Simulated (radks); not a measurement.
Species: Cu. Configuration: [Ar] 3d8 4s1.5 4p1.5 (fractional occupations, a model configuration). All-electron calculation, non-relativistic Kohn-Sham, r2SCAN, spin-polarised, spherical densities, point nucleus; open shells are filled with parallel spins first; meta-GGA in the generalised Kohn-Sham scheme. Program: a radial shooting solver on a logarithmic mesh with Libxc functionals.

Unscreened Slater integrals over Kohn-Sham orbitals (eV). They are taken over the spin-up orbitals.

integral,value
"F0(4p,4p)",7.6078
"F2(4p,4p)",3.9005
"F0(4p,4s)",8.5066
"G1(4p,4s)",5.4042
"F0(4p,3d)",10.026
"F2(4p,3d)",1.7877
"G1(4p,3d)",0.68904
"G3(4p,3d)",0.56676
"F0(4p,3p)",10.122
"F2(4p,3p)",1.4586
"G0(4p,3p)",0.32482
"G2(4p,3p)",0.36707
"F0(4s,4s)",9.8536
"F0(4s,3d)",12.637
"G2(4s,3d)",1.2181
"F0(4s,3p)",12.821
"G1(4s,3p)",0.67459
"F0(3d,3d)",29.082
"F2(3d,3d)",13.447
"F4(3d,3d)",8.3668
"F0(3d,3p)",30.930
"F2(3d,3p)",14.623
"G1(3d,3p)",18.004
"G3(3d,3p)",10.964
"F0(3p,3p)",33.249
"F2(3p,3p)",16.652

Derived for the open shells (J is the average intra-shell exchange parameter used in DFT+U). 3d: Racah B = F2/49 - 5 F4/441 = 0.1796 eV, C = 35 F4/441 = 0.6640 eV, C/B = 3.70, F4/F2 = 0.622, J = (F2 + F4)/14 = 1.558 eV. 4p: J = F2/5 = 0.7801 eV.
